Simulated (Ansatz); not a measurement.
`[CH3][Ti]([F])([F])[Cl]` + HI → `[F][Ti]([F])([Cl])[I]` + CH₄ at 500 K and 1 bar (ligand exchange at a Ti–C bond).

Isolated molecules relaxed with PBE0-D4/def2-TZVP in Ansatz; ΔE leaves out vibrations. CBS: MP2 limit from def2 TZ/QZ plus the TZ coupled-cluster correction, frozen cores. This one scheme is used for every species. Elements past krypton have def2 core potentials. For I, Ti outer-core shells are correlated without core-valence functions, which leaves a few kJ/mol of doubt a bond. Scalar relativity is left out up to krypton.

```
                  species  CCSD(T)/CBS energy (Eh)  H − E (kJ/mol)  S (J/(mol·K))
`[CH3][Ti]([F])([F])[Cl]`              -1548.34863           153.9          424.4
                       HI               -298.03592            28.6          221.6
  `[F][Ti]([F])([Cl])[I]`              -1805.98222            58.6          420.3
                      CH₄                -40.46206           135.6          206.8
```

H − E and S are ideal-gas, rigid-rotor, harmonic terms from PBE0-D4/def2-TZVP. 1 Eh = 2625.50 kJ/mol, R = 8.31446 J/(mol·K).

Q: By hand: ΔE, ΔH, ΔS and ΔG.

A: ΔE = (-1805.98222) + (-40.46206) − (-1548.34863) − (-298.03592) = -0.05973 Eh = -156.8 kJ/mol. Δ(H − E) = 58.6 + 135.6 − 153.9 − 28.6 = 11.7, so ΔH = -145.1 kJ/mol. ΔS = 420.3 + 206.8 − 424.4 − 221.6 = -18.9 J/(mol·K). ΔG = -145.1 − 500 × (-18.9)/1000 = -135.7 kJ/mol.

Q: By hand: the equilibrium constant, and the temperature at which ΔG would vanish if ΔH and ΔS stayed fixed.

A: log₁₀ K = −ΔG/(RT ln 10) = 14.2. ΔG = 0 at ΔH/ΔS = 7677 K, far beyond where these terms or the molecules hold.

ΔH outweighs TΔS. A doubt of 5 kJ/mol in ΔE shifts log₁₀ K by 0.5 here. These are equilibria of isolated gas molecules and say nothing of rates. Largest T1 diagnostic: 0.023 (customary marks: 0.02 for closed shells, 0.045 for open ones).
